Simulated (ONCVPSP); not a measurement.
titanium: one change to an ONCV potential, before and after

ONCVPSP 4.0.1 input, shortened (lines: element, Z, core and valence counts, functional; n l f; lmax; l rc ep ncon nbas qcut; lloc lpopt rc5 dvloc0; l nproj debl; icmod fcfact rcfact), PBE, scalar-relativistic:

```
  Ti 22.00    3    4        4      upf
    1    0    2.00
    2    0    2.00
    2    1    6.00
    3    0    2.00
    3    1    6.00
    3    2    2.00
    4    0    2.00
    2
    0    1.55    0.00    4    8    8.40
    1    1.55    0.00    3    6    8.80
    2    2.40    0.00    3    7    5.40
    4    5    1.10    6.00
    0    2    3.90
    1    1    2.00
    2    2    3.10
    3    4.50    1.60
```

All-electron outer shells of the reference configuration (PBE, scalar-relativistic, ld1.x):

```json
{"shell": "2p", "level (eV)": "-444.26", "outermost node (bohr)": "–", "outermost maximum (bohr)": "0.22"}
{"shell": "3s", "level (eV)": "-62.63", "outermost node (bohr)": "0.40", "outermost maximum (bohr)": "0.87"}
{"shell": "3p", "level (eV)": "-38.86", "outermost node (bohr)": "0.37", "outermost maximum (bohr)": "0.90"}
{"shell": "4s", "level (eV)": "-4.47", "outermost node (bohr)": "1.24", "outermost maximum (bohr)": "2.92"}
{"shell": "3d", "level (eV)": "-4.26", "outermost node (bohr)": "–", "outermost maximum (bohr)": "0.98"}
```

Change: all radii but the core radius scaled by about 1.27 (s 1.96, p 1.96, d 3.04 bohr); local potential polynomial inside 1.40 bohr (lpopt 5, dvloc0 6 Ha).

Cutoffs: the cutoffs (Ha) at which the residual kinetic energy of the hardest occupied pseudo-wave falls to 1 and 0.1 mHa per electron; they do not see the model core or the augmentation charge, which bear on the density cutoff. Errors are all-electron minus pseudo energies relative to the spin-unpolarised reference configuration.

Q: Predict the effect on cutoff, ghosts and configuration errors.

A: The potential gets softer (23 Ha and 28 Ha → 19 Ha and 22 Ha); of the 4 tests that both files solve, the error grows in 4 and shrinks in 0 by more than 15 % and 0.3 meV (median size 15.6 → 79.6 meV); neither file shows a bound ghost. A larger radius leaves more room for a smooth pseudo-wave, so fewer plane waves are needed. More of the atom is replaced by a form fitted at one configuration, so other configurations suffer.

| quantity | base | changed |
| --- | --- | --- |
| cutoff, loose | 23 Ha | 19 Ha |
| cutoff, tight | 28 Ha | 22 Ha |
| loose cutoff by channel | s 23 Ha, p 21 Ha, d 13 Ha | s 16 Ha, p 19 Ha, d 11 Ha |
| bound ghosts | none | none |
| GHOST(+) flags under 300 eV | none | none |
| error for 3s2 3p6 3d2 4s1, meV [ΔE 7.35 eV] | -1.3 | -4.8 |
| error for 3s2 3p6 3d2 4s0, meV [ΔE 20.92 eV] | -21 | -66 |
| error for 3s2 3p6 3d1 4s0, meV [ΔE 47.87 eV] | +321 | +525 |
| error for 3s2 3p6 3d2 4s0 4p2, meV [ΔE 6.29 eV] | +9.9 | -94 |
| rms error of d²Exc/dni dnj with the model core, mHa | 2.91 | 4.32 |
